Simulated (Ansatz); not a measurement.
Consider the ligand exchange at a B–C bond: `C=CB(Cl)Cl` + HI → `ClB(Cl)I` + `C=C`.

Program: Ansatz. Geometries: PBE0-D4/def2-TZVP. ΔE: electronic, gas phase. CCSD(T)/CBS adds triple-zeta CCSD(T) − MP2 to the extrapolated MP2 energy (def2 sets, frozen cores). This one scheme is used for every species. DFT in def2-TZVPP. B3LYP here is the variant with VWN-RPA as its local correlation; programs differ in this. HSE06 is defined as in plane-wave codes. def2 core potentials past Kr. For I outer-core shells are correlated without core-valence functions, which leaves a few kJ/mol of doubt a bond. Each species was taken in one conformer, which may not be the lowest.

| level | ΔE (kcal/mol) |
| --- | --- |
| PBE0 | -5.3 |
| B3LYP | -4.5 |
| r2SCANh | -5.1 |
| HSE06 | -5.3 |
| BHLYP | -3.5 |
| CAM-B3LYP | -3.4 |
| CCSD/def2-SVP | -3.5 |
| HF/def2-TZVPP | -2.7 |

**Question.** What does CCSD(T)/CBS give? (An estimate is asked.)

**Answer.** Ansatz gave: -6.1 kcal/mol. The listed levels differ from it by 0.8, 1.6, 1.0, 0.8, 2.6, 2.7, 2.6, 3.4 kcal/mol.

Largest T1 diagnostic among the species: 0.012.

Leaving LDA and LC-ωPBE aside and taking each functional with its dispersion term where it has one, the values, not all of them listed here, spread over 2.4 kcal/mol, from PBE-D4 to CAM-B3LYP-D4. LDA lies +1.7 kcal/mol from PBE without D4. At CCSD(T), def2-SVP lies +2.3 kcal/mol from the extrapolated value and def2-TZVPP +1.2 kcal/mol. From BLYP to BHLYP (50 % exact exchange), in def2-TZVPP and without D4, ΔE moves by +1.5 kcal/mol.
